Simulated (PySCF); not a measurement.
An unknown gives this computed stick spectrum. Theory: TDDFT PBE0/def2-SVPD, vertical, gas phase, core orbitals frozen in the response (PySCF 2.14.0, density-fitted response routines). Geometries: GFN2-xTB, one conformer each.

```
state  E (eV)      f
   S1    4.89  0.165
   S2    5.44  0.295
   S3    6.27  0.100
   S4    6.56  0.018
   S5    6.65  0.012
   S6    6.88  0.062
```

Triplets computed (Tamm–Dancoff): 2.99, 4.57 eV.

Question: Which candidate is it? All have the formula C5H5FO2.
A. `COc1coc(F)c1`
B. `C=C(F)/C=C\C(=O)O`
C. `O=CO[C@@H]1C=C[C@@H]1F`

Answer: B. Its S1, at 4.89 eV, is the lowest among the candidates; the nearest of the others has S1 at 5.78 eV. S1 is HOMO→LUMO (53%), HOMO-1→LUMO (36%). Löwdin shares by element: HOMO carbon 75% or more (atoms not listed hold the other 25%); LUMO carbon 71% or more (atoms not listed hold the other 29%). At the same level the other candidates give, for their lowest levels:
- `COc1coc(F)c1`: 5.78 eV (f 0.004); 5.83 eV (f 0.105); 6.30 eV (f 0.004); 6.34 eV (f 0.000); 6.75 eV (f 0.007); T1 3.81 eV; HOMO -6.23, LUMO 0.25 eV
- `O=CO[C@@H]1C=C[C@@H]1F`: 5.92 eV (f 0.003); 6.47 eV (f 0.039); 6.82 eV (f 0.006); 7.00 eV (f 0.007); 7.37 eV (f 0.043); T1 4.39 eV; HOMO -8.20, LUMO -0.77 eV

The values belong to the conformer `[CH2:1]=[C:2]([F:3])/[CH:4]=[CH:5]\[C:6](=[O:7])[OH:8]`: C1–C2–C4–C5 169°, C4–C5–C6–O7 123°, H–O8–C6–C5 178°.
